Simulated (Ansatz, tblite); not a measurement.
Cost and result up the ladder for In₁₁As₁₂H₃₂⁺ (55 atoms). The state is a singlet with charge 1. Geometry: r2SCAN-D4/def2-SVP.

Cartesian coordinates in Å:
```
In 1.348 -0.745 5.374
In -2.766 4.259 2.353
In 0.472 4.213 -1.941
In 4.156 -1.790 1.876
In 3.738 0.921 -2.166
In 1.114 1.316 1.306
In -2.447 -1.361 2.183
In -2.118 1.015 -1.335
In 0.608 -2.013 -1.162
In -0.009 0.087 -4.832
In -3.688 -3.368 -3.131
As -0.298 3.094 2.725
As 2.606 -0.014 3.047
As -0.669 -2.071 4.100
As 2.272 2.563 -0.698
As -3.480 2.790 0.138
As -0.744 2.153 -3.232
As 5.108 -0.476 -0.272
As 2.346 -3.249 0.481
As 1.907 -0.775 -3.069
As -0.682 -0.365 0.383
As -3.897 -0.758 -2.302
As -1.110 -3.767 -2.195
H 2.353 -1.931 6.101
H 0.639 0.710 5.955
H -3.720 3.599 3.613
H -2.420 5.820 1.743
H 1.321 5.214 -3.042
H -0.635 4.591 -0.659
H 5.298 -2.751 2.723
H 4.847 1.557 -3.314
H -3.259 0.052 2.757
H -3.100 -2.788 1.466
H 0.756 0.641 -6.264
H -1.262 -1.095 -4.591
H -3.501 -3.296 -4.828
H -4.630 -4.255 -2.009
H 0.701 4.185 3.039
H -0.294 2.461 4.099
H 3.653 1.010 3.442
H -1.500 -2.665 5.216
H -0.082 -3.387 3.638
H 3.306 3.425 -0.002
H -4.044 3.741 -0.893
H -4.778 2.082 0.452
H -1.897 2.803 -3.973
H 6.129 0.483 0.297
H 6.097 -1.390 -0.960
H 3.065 -4.356 -0.255
H 1.562 -4.126 1.429
H 2.694 -1.897 -3.716
H -5.031 -0.713 -1.299
H -4.612 -0.001 -3.400
H -1.130 -4.872 -1.163
H -0.293 -4.508 -3.231
```

Ansatz on 11 threads of AMD EPYC 7R13 on a shared host and a whole NVIDIA H100 80GB HBM3; xTB runs through tblite on one thread. Times are rough, summed over both states, and most runs start from the orbitals of an earlier one. PBE0-D4/def2-TZVP serves as the yardstick here, not as an exact answer. The other state is a doublet.

In the def2 sets In takes a core potential; there is no spin–orbit coupling. The xTB rows come from tblite. Single mean-field runs in def2-TZVP are fitted with def2-universal-jkfit.

Run but left out: PBE-D4/def2-TZVP (charge +2 doublet: an occupied level 0.00 eV above an empty one).

Raw xTB energies of ions are shifted by several eV.

```csv
level,functions,wall time,vertical IE (eV),difference from PBE0-D4/def2-TZVP (eV)
GFN2-xTB,239,1.5 s,13.62,3.59
GFN1-xTB,271,1.7 s,12.82,2.79
PBE0-D4/def2-TZVP,1318,98 s,10.02,0.00
r2SCANh-D4/def2-TZVP (with forces),1318,1.7 min,9.90,-0.13
```
